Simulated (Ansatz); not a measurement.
`O[SiH](O)[SiH](Cl)Cl`, charge 0, multiplicity 1.

Q: Give a relaxed structure at PBE0-D4/def2-TZVP (Ansatz 0.2.0). (Estimate.)

A: Computed: 
Z-matrix (Å, degrees):
```
Si
O 1 1.643
Si 1 2.344 2 111.0
O 1 1.633 2 108.5 3 115.8
H 1 1.491 2 109.4 3 -121.1
H 2 0.959 1 118.1 3 77.5
Cl 3 2.053 1 110.2 2 -169.0
Cl 3 2.064 1 105.8 2 -51.5
H 3 1.480 1 117.2 2 67.7
H 4 0.959 1 118.9 2 60.2
```
This is one stationary point; other conformers may exist.
